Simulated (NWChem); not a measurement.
# CrHSO2F; SMILES [O]=[Cr]([OH])([F])=[S]

```xyz
6

Cr     0.0452    -0.1842    -0.0178
O      0.1031    -0.7049     1.4151
S     -0.1177     1.7828     0.0098
F     -1.2930    -0.8638    -0.8069
O      1.4889    -0.5985    -0.8472
H      1.9730    -1.3550    -0.4820
```
Atoms are numbered in this order, from 1.

Level: PBE0/def2-SVP (NWChem), optimised geometry, unscaled harmonic frequencies. 

List the harmonic frequencies with IR intensities, and the thermochemistry.


| frequency (cm⁻¹) | IR intensity (km/mol) |
|---|---|
| 229 | 1.4 |
| 242 | 1.6 |
| 271 | 1.5 |
| 304 | 10.8 |
| 332 | 20.1 |
| 395 | 88.6 |
| 610 | 28.6 |
| 767 | 219.2 |
| 780 | 141.0 |
| 824 | 37.2 |
| 1173 | 152.1 |
| 3835 | 271.4 |

```
Property                                                                           Result
-----------------------------------------------------------------------  ----------------
zero-point energy                                                           13.9 kcal/mol
thermal correction to the enthalpy at 298.15 K (with zero-point energy)     18.2 kcal/mol
heat capacity Cv                                                         19.2 cal/(mol K)
entropy at 298.15 K and 1 atm (symmetry number 1)                        77.5 cal/(mol K)
dipole moment                                                                      1.96 D
```

Rigid rotor and harmonic oscillator.
